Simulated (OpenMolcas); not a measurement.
Tm3+: CASPT2 settings compared

```
Program             : OpenMolcas
Basis               : ANO-RCC-VQZP [9s8p6d4f3g2h]
Scalar Hamiltonian  : DKH3, point nucleus
Active space        : 12 electrons in 7 orbitals (4f)
State averaging     : 2S+1 = 3 even, 21 roots (18 in the spin-orbit step); 2S+1 = 1 even, 9 roots kept (CI in the orbitals of an earlier block)
Spin-orbit coupling : RASSI with atomic mean-field integrals over the reference wave functions, term energies averaged over their components
```

Methods on the same reference wave functions:
A. CASSCF
B. SS-CASPT2, IPEA 0.35 Eh, no level shift (closed shells correlated: 4d 5s 5p)
C. SS-CASPT2, IPEA 0.15 Eh, real shift 0.1 Eh (closed shells correlated: 5s 5p)
D. XMS-CASPT2, IPEA 0.5 Eh, real shift 0.3 Eh (closed shells correlated: 5s 5p)

Energies in cm-1 above 4f12 3H6, the measured ground level; measured values from the list in Tchang-Brillet, Wyart, Meftah and Ait Mammar, Atoms 6, 52 (2018).

```csv
Level,A,B,C,D,Measured
4f12 3H6,0.0,0.0,0.0,0.0,0.0
4f12 3F4 [53 %],6541,5260,5390,5990,
4f12 3H5,8064,8060,8060,8060,8217
4f12 3H4 [59 %],13063,12430,12480,12730,12547
4f12 3F3,16076,13950,14100,14890,14410
4f12 3F2,20109,17980,18130,18920,
4f12 1G4 [58 %],21715,21450,21530,21830,21174
```

Deviations, from unrounded energies. A percentage is the sum of absolute deviations over the sum of measured energies, with the sign that they share, or ± where signs differ.

```json
{"Against measurement": "mean absolute deviation (cm-1)", "Levels": "4", "A": "720", "B": "250", "C": "220", "D": "370"}
{"Against measurement": "fine structure of the ground term (%)", "Levels": "2", "A": "±3.2", "B": "-1.3", "C": "-1.1", "D": "±1.6"}
{"Against measurement": "other terms of the ground configuration (%)", "Levels": "2", "A": "+6.2", "B": "±2.1", "C": "±1.9", "D": "+3.2"}
```

C lies closest to measurement on these levels and A furthest from it. The largest miss of C in the table is 4f12 1G4 [58 %], by +350 cm-1. The ranking rests on the paired levels alone, and a cruder setting can come out closer through cancelling errors.

Among B to D the level of the table that moves most is 4f12 3F3, by 940 cm-1 (lowest in B, highest in D). Moves below CASPT2's spread within the term are not significant.

The mean deviations of B to D differ by less than CASPT2's widest spread within a term (1100 cm-1), so their order carries little weight.

From A to B the spin-free energies of the other terms of 4f12 shown, above 3H, scale by factors of 0.73 to 0.99.

The lowest spin-free term lies below A's lowest term by 1.703 hartree in B, 1.111 hartree in C, 1.108 hartree in D.

Term energies are means over components that CASPT2 splits; among the terms shown or strongly mixed into the levels shown the widest spread is 1100 cm-1 (4f12 3F, D). Some high roots are left out of the spin-orbit mixing, which shifts the levels that they would mix with. Terms from blocks run as CI alone lack orbitals of their own. Without dynamic correlation excited terms often stand tens of per cent too high (terms of higher spin than the ground term too low), and those without a measured partner can miss by more than the paired ones (holds for A). Measured partners are found by configuration, term and J. A level has none where our copy of the source lacks it or the pairing is in doubt (some pairs that miss far off the trend of their configuration count as doubtful), and it then counts in no deviation. Only configurations of the active space appear.

A share in square brackets marks a mixed level and gives the weight of the term that names it, the lowest over the columns.
